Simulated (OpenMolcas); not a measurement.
**neutral rubidium: CASPT2 settings compared**

```json
{"Program": "OpenMolcas 26.06", "Basis": "ANO-RCC-VTZP [7s6p3d1f]", "Scalar Hamiltonian": "DKH2, point nucleus", "Active space": "1 electron in 9 orbitals (4d 5s 5p)", "State averaging": "2S+1 = 2 even, 1 root; 2S+1 = 2 odd, 3 roots", "Spin-orbit coupling": "state interaction with AMFI integrals over the reference wave functions, term energies averaged over their components"}
```

Methods on the same reference wave functions:
A. CASSCF
B. SS-CASPT2, IPEA 0.2 Eh, no level shift (closed shells correlated: 4s 4p)
C. SS-CASPT2, IPEA 0.3 Eh, imaginary shift 0.3 Eh (closed shells correlated: 3d 4s 4p)
D. XMS-CASPT2, IPEA 0.1 Eh, sigma1 regulariser 0.1 Eh (closed shells correlated: 3d 4s 4p)

Energies in cm-1 above 5s 2S 1/2, the measured ground level; measured values from NIST Handbook of Basic Atomic Spectroscopic Data.

| Level | A | B | C | D | Measured |
| --- | --- | --- | --- | --- | --- |
| 5s 2S 1/2 | 0.0 | 0.0 | 0.0 | 0.0 | 0.0 |
| 5p 2P* 1/2 | 10737 | 12543 | 12506 | 12605 | 12579 |
| 5p 2P* 3/2 | 10874 | 12680 | 12644 | 12742 | 12817 |

Deviations, from unrounded energies. A percentage is the sum of absolute deviations over the sum of measured energies, with the sign that they share, or ± where signs differ.

```csv
Against measurement,Levels,A,B,C,D
mean absolute deviation (cm-1),2,1900,86,120,50
other configurations (%),2,-14.9,-0.7,-1.0,±0.4
```

D lies closest to measurement on these levels and A furthest from it. The largest miss of D in the table is 5p 2P* 3/2, by -74 cm-1. The ranking rests on the paired levels alone, and a cruder setting can come out closer through cancelling errors.

Among B to D the level of the table that moves most is 5p 2P* 1/2, by 98 cm-1 (lowest in C, highest in D).

The lowest spin-free term lies below A's lowest term by 0.184 hartree in B, 0.234 hartree in C, 0.235 hartree in D.

ANO sets are built for ground and valence states and can reach diffuse excited orbitals poorly. No level of 4d was computed, though it lies in the active space. With one active electron the reference holds no correlation, so core polarisation is missing (holds for A). With one active electron, CASPT2 adds the correlation within the correlated inactive shells and between them and that electron, and leaves the splitting within a term as the reference gives it (holds for B; C; D). Computed and measured levels are paired by configuration, term and J; levels that our copy of the source lacks, or whose pairing is in doubt (as where it misses far off the trend of its configuration), stay unpaired and out of the deviations. Levels of configurations outside the active space are missing.

* marks odd parity.
